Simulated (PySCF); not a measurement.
# How methods differ on the excitation energy of Fe

Fe [Ar] 3d6 4s2 (5D) → Fe [Ar] 3d7 4s1 (5F), as a difference of total energies. Computed with PySCF 2.14 in aug-cc-pVTZ (8s7p5d3f2g, 93 functions), with the non-relativistic Hamiltonian (point nucleus). Correlated levels: valence: [Ar] frozen. The calculations carry no spin-orbit coupling.

```csv
method,excitation energy (cm⁻¹)
UHF,14889
MP2 (valence),4195.9
SCS-MP2 (valence),4811.9
CCSD (valence),8180.4
CCSD(T) (valence),7342.0
```

These non-relativistic numbers lack the scalar-relativistic shift.

Errors of the correlated levels include the incompleteness of this basis and the frozen core.

For comparison: 7056.8 cm⁻¹ (measured; NIST levels, between the centres of gravity of the two terms).
